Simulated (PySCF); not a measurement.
## Correlation energy of I (iodine, neutral)

[Kr] 4d10 5s1 5p6, 2S determinant (an excited configuration). Computed with PySCF 2.14 in x2c-TZVPPall (8s6p4d2f, 60 functions), with scalar relativity by spin-free X2C-1e. Frozen: [Ar] 3d10; 25 electrons correlated.

```tsv
level	correlation energy (mhartree)
CCSD	-659.22
(T)	-42.58
CCSD(T)	-701.80
```

Diagnostics: T1 = 0.011, D1 = 0.0420, largest double amplitude 0.221.

Is a single reference adequate?

Not fully. A double-excitation amplitude exceeds 0.15, a sign of near-degeneracy.

This basis was not built for core-valence correlation, so the inner-shell part is incomplete.
